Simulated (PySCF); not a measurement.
Heteronuclear NMR

Geometry:
| atom | x (Å) | y (Å) | z (Å) |
| --- | --- | --- | --- |
| F1 | 1.873 | -2.371 | -0.367 |
| C2 | 1.632 | -1.060 | -0.206 |
| C3 | 2.597 | -0.141 | -0.050 |
| P4 | 1.910 | 1.532 | 0.017 |
| C5 | 0.233 | 0.818 | 0.023 |
| C6 | -0.983 | 1.474 | 0.103 |
| C7 | -2.152 | 0.735 | 0.022 |
| C8 | -2.113 | -0.641 | -0.160 |
| C9 | -0.905 | -1.306 | -0.258 |
| C10 | 0.271 | -0.574 | -0.164 |
| H11 | 3.652 | -0.350 | -0.072 |
| H12 | 2.004 | 1.686 | 1.406 |
| H13 | -1.018 | 2.545 | 0.232 |
| H14 | -3.106 | 1.236 | 0.095 |
| H15 | -3.036 | -1.197 | -0.227 |
| H16 | -0.865 | -2.375 | -0.406 |

All values are calculated (PySCF 2.14): coordinates at the GFN2-xTB level, σ from GIAO-PBE0/pcSseg-1. A single conformation, no solvent model, non-relativistic Hamiltonian.

Question: Where does $^{19}$F resonate?

Answer: 
```tsv
atoms	environment	σ (ppm)	δ (ppm)
F1	fluorine on an unsaturated ring	281.4	-107.9
```

Shieldings were converted by a linear fit to measured shifts: $^{19}$F: δ = 146.13 − 0.903σ +14.6 on sp3 carbon (rms 6.0 ppm, 223 shifts, 7.0 ppm with the 5 outliers that the fit left out vs CFCl3, solution or neat liquid). A few per cent of atoms miss by over 2 rms, more outside the fitted compound classes.

On a 600 MHz spectrometer $^{19}$F resonates near 564.6 MHz, so 1 ppm is 564.6 Hz.

Question: Predict the $^{31}$P NMR data.

Answer: 
```
atoms      environment  σ (ppm)  δ (ppm)
   P4  ring phosphorus    418.5    -76.6
```

Shieldings were converted by a linear fit to measured shifts: $^{31}$P: δ = 270.09 − 0.828σ (rms 18.1 ppm, 64 shifts vs H3PO4, solution or neat liquid). A few per cent of atoms miss by over 2 rms, more outside the fitted compound classes.

On a 300 MHz spectrometer $^{31}$P resonates near 121.4 MHz, so 1 ppm is 121.4 Hz.
